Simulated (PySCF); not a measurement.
PySCF 2.14 output of an unrestricted LDA calculation on a single atom or ion in aug-cc-pwCVDZ-PP with ECP60MDF (6s6p5d3f, 70 functions), with a scalar-relativistic core potential:

```
SCF conv_tol = 1e-09
number electrons alpha = 9  beta = 4
    P. A. M. Dirac.,  Math. Proc. Cambridge Philos. Soc. 26, 376 (1930)
    F. Bloch.,  Z. Phys. 57, 545 (1929)
    S. H. Vosko, L. Wilk, and M. Nusair.,  Can. J. Phys. 58, 1200 (1980)
cycle= 1 E= -66.6162203752853  delta_E= -0.00288  |g|= 0.0177  |ddm|= 0.536
cycle= 2 E= -66.615840644452  delta_E= 0.00038  |g|= 0.0122  |ddm|= 0.153
cycle= 3 E= -66.6157041628379  delta_E= 0.000136  |g|= 0.00681  |ddm|= 0.125
cycle= 4 E= -66.6156328222694  delta_E= 7.13e-05  |g|= 0.00281  |ddm|= 0.148
cycle= 5 E= -66.6156363622002  delta_E= -3.54e-06  |g|= 0.000802  |ddm|= 0.0163
cycle= 6 E= -66.6156365397759  delta_E= -1.78e-07  |g|= 5.52e-05  |ddm|= 0.00727
cycle= 7 E= -66.6156365394833  delta_E= 2.93e-10  |g|= 3.14e-06  |ddm|= 0.000651
converged SCF energy = -66.6156365394833  <S^2> = 8.7503017  2S+1 = 6.0001006
```

The run itself started from symmetry-adapted Hartree-Fock orbitals and held the occupation by maximum overlap, on a logarithmic radial grid, so the iterations belong to that start.

Question: Which element, charge and spin multiplicity is this?

Answer: W⁺ (tungsten, charge +1), multiplicity 6; the state was [Xe] 4f14 5d3 6s1 6p1, one real determinant (an excited configuration).

⟨L²⟩ = 12.11 against 20 for a pure G term, so this real determinant mixes terms. Energies and moments cover only the electrons outside the core potential. Spin-orbit coupling, absent here, splits the open shell strongly. The s, p, d and f populations moved away from the nominal configuration during the SCF.
